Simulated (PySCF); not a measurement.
## Si3PH8NO4

Si3PH8NO4 is a silylene (divalent Si1, bonded to 1 N + 1 O), neutral, singlet. The structure, one conformer, was relaxed in the gas phase by PBE0-D3(BJ)/def2-SVP. No frequency run checks that it is a minimum.

SMILES: O=P(O)(O)O[Si]N([SiH3])[SiH3]

Coordinates in Å:
```
Si1    -0.118    0.805   -1.409
N2     -0.579   -0.845   -1.095
Si3    -0.397   -1.552    0.524
Si4    -1.223   -1.842   -2.405
O5      0.364    1.108    0.218
P6      1.108    2.298    0.992
O7      1.481    3.496    0.228
O8      0.065    2.532    2.199
O9      2.361    1.548    1.654
H10     1.023   -1.520    0.984
H11    -1.269   -0.883    1.529
H12    -0.814   -2.983    0.399
H13    -2.601   -2.314   -2.077
H14    -0.351   -3.030   -2.640
H15    -1.260   -0.991   -3.631
H16     0.080    3.459    2.469
H17     2.119    0.716    2.081
```

Shieldings: GIAO PBE0/pcSseg-1. Shifts are against computed references at the same level: H TMS (σ 31.27 ppm), Si TMS (σ 352.0 ppm). Core levels by delta-SCF with SCAN, pcX-2 on the ionised atom and pcseg-1 elsewhere, spin-free X2C (2p3/2 is the spin-free 2p value less a third of a first-order spin-orbit splitting); from the vacuum level, for chosen atoms.

(1) Give the NMR and core-level values of the distinct atoms.

(2) Which of Si1, Si3, Si4 holds its core electrons tightest, and by how much against the loosest?

(3) By CAM-B3LYP/def2-SVPD (TDDFT singlets, Tamm-Dancoff triplets, ionisation by delta-SCF), where does absorption start, and what does vertical ionisation take?

Answers

(1) 
| atoms | bonded to | σ (ppm) | δ (ppm) | core level (eV) |
| --- | --- | --- | --- | --- |
| Si1 | 1 N + 1 O | 224.2 | 127.7 | 2p3/2 107.86 |
| N2 | 3 Si | 143.7 | - | 1s 404.17 |
| Si3 | 1 N + 3 H | 411.1 | -59.1 | 2p3/2 107.36 |
| Si4 | 1 N + 3 H | 406.4 | -54.4 | 2p3/2 107.40 |
| O5 | 1 P + 1 Si | 76.5 | - | 1s 538.62 |
| P6 | 4 O | 325.7 | - | - |
| O7 | 1 P | 182.1 | - | - |
| O8 | 1 P + 1 H | 217.7 | - | - |
| O9 | 1 P + 1 H | 219.6 | - | - |
| H10 H11 H12 | 1 Si | 26.52 | 4.75 | - |
| H13 H14 H15 | 1 Si | 26.46 | 4.81 | - |
| H16 | 1 O | 27.98 | 3.29 | - |
| H17 | 1 O | 28.00 | 3.27 | - |

Values are those of this one static structure, with the three H of a rotating XH3 group averaged; atoms that internal rotation interchanges would show their mean in an NMR spectrum.

(2) Si1 (bonded to 1 N + 1 O), by 0.50 eV over Si3 (bonded to 1 N + 3 H).

(3) The lowest singlet lies at 4.79 eV (f 0.064), the strongest of the first 6 at 6.67 eV (f 0.245), the lowest triplet at 2.93 eV; vertical ionisation takes 9.55 eV.
